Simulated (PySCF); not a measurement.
A run for PySCF: R-MP2/6-31G* on ClH3Si (SMILES [SiH3]Cl).

```python
from pyscf import gto, scf, dft, mp
from pyscf.data.elements import chemcore

mol = gto.M(
    atom='''
    Si    0.70977749    0.07335040    3.23326009
    Cl   -0.98528245    0.96309388    2.43552327
    H     0.78060429   -1.31824759    2.75476011
    H     0.56888002    0.10633308    4.70319930
    H     1.89040120    0.84777983    2.81257205
    ''',
    basis='6-31g*',
    cart=True,
    charge=0, spin=0, verbose=3, max_memory=1800)
mf = scf.RHF(mol)
mf.conv_tol = 1e-8
mf.max_cycle = 100
mf.kernel()
if not mf.converged:
    mf = mf.newton().run(mf.mo_coeff, mf.mo_occ)
pt = mp.MP2(mf, frozen=chemcore(mol)).run()
```

Program output:

```
converged SCF energy = -750.183281400695
E(RMP2) = -750.388931310038  E_corr = -0.205649909342792
E(SCS-RMP2) = -750.390652977513  E_corr = -0.207371576817769
```

The calculation finished and met its thresholds.

Cost: around 0.5 core-seconds (rough).
